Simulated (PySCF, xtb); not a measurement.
**C2H2BMg: where a starting geometry ends**

The starting geometry of this gas-phase doublet was built from a drawn formula by distance geometry and a force field; its bonds are those of `[B]1[C@@H]2[Mg][C@H]12`.

```xyz
6

C     0.7838   -1.2270    0.0272
C     1.0123   -1.2359   -1.4251
B     1.7818   -0.1356   -0.5406
Mg    1.0024   -3.2466   -0.7509
H    -0.2430   -0.8104    0.2228
H     0.1449   -0.8109   -1.9710
```

Predict what it relaxes into with r2SCAN-D4/def2-SVP.

It keeps its bonds, and is `[B]1[C@@H]2[Mg][C@H]12`.

The energy falls by 1.24 eV over 29 steps:

```
step  E − E(last) (eV)
   1             1.235
   4             0.051
   7             0.003
  10             0.001
  13             0.000
  17             0.000
  20             0.000
  23             0.000
  26             0.000
  29             0.000
```

Final geometry (Å):

```tsv
atom	x (Å)	y (Å)	z (Å)
C	0.6425	-0.7517	0.0090
C	0.9036	-0.7569	-1.4802
B	1.9164	-0.1967	-0.5310
Mg	1.3260	-2.8022	-0.6584
H	-0.2280	-0.5297	0.6365
H	0.3014	-0.5100	-2.3623
```

From the same start GFN2-xTB ends elsewhere, at `[Mg][B]1C=C1`.

The end wasn't checked by frequencies. Open shells are spin-unrestricted, and the end state is notably spin-contaminated. Run with PySCF 2.14.0, 3.6 min on 2 threads of Intel(R) Xeon(R) Platinum 8375C CPU @ 2.90GHz (Ice Lake), with other jobs on the host.
